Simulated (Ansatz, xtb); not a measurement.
**Isomers of FGaH2S2 in order of energy**

3 gas-phase structures of FGaH2S2, from a drawn sample of its isomers (lower ones may exist). Each was relaxed with GFN2-xTB; where two conformers were screened, the lower at r2SCAN-D4/def2-SVP is listed:

A. `[F][GaH][S]S`, a singlet
B. `[F][Ga]([SH])[SH]`, a singlet
C. a singlet given by its coordinates

C (Å):

```json
{"atom": "F", "x (Å)": "-1.3164", "y (Å)": "-1.1158", "z (Å)": "-0.1751"}
{"atom": "Ga", "x (Å)": "0.2520", "y (Å)": "-1.8623", "z (Å)": "0.0677"}
{"atom": "S", "x (Å)": "1.8564", "y (Å)": "-1.1563", "z (Å)": "-1.3367"}
{"atom": "S", "x (Å)": "1.6777", "y (Å)": "0.3418", "z (Å)": "0.1689"}
{"atom": "H", "x (Å)": "0.2690", "y (Å)": "-2.8520", "z (Å)": "1.2284"}
{"atom": "H", "x (Å)": "0.7052", "y (Å)": "1.0696", "z (Å)": "-0.4022"}
```

Close contacts (Å): F1–Ga2 1.75, Ga2–S3 2.25, Ga2–S4 2.63, S3–S4 2.13, Ga2–H5 1.53, S4–H6 1.34.

Q: Estimate their order in r2SCAN-D4/def2-SVP energy at these geometries, lowest first.

A: Calculated order at r2SCAN-D4/def2-SVP: B (0.0), C (34.0), A (35.7) kcal/mol.

Energies above the lowest of each column, in kcal/mol; the last columns are at PBE0-D4/def2-SVP geometries and were run for some of them only (a dash: not run or not comparable):

| structure | GFN2-xTB | HF/STO-3G | r2SCAN-D4/def2-SVP | PBE0-D4/def2-SVP | CCSD(T)/def2-SVP + ΔMP2/def2-TZVPP |
| --- | --- | --- | --- | --- | --- |
| B | 0.0 | 0.0 | 0.0 | 0.0 | 0.0 |
| C | 25.1 | 22.8 | 34.0 | 33.8 | 32.0 |
| A | 23.6 | 29.3 | 35.7 | – | – |

Every level run on B puts it lowest or level with the lowest. Flexible structures stand in one conformer each, not always the lowest. Frequencies (PBE0-D4/def2-SVP) were run for B, C alone. The ΔMP2 step shifts differences by up to 4.9 kcal/mol, which makes them less sure. ΔMP2 is the change of the MP2 energy from the smaller to the larger basis.

Programs: Ansatz 0.2.0, xtb 6.7.1.
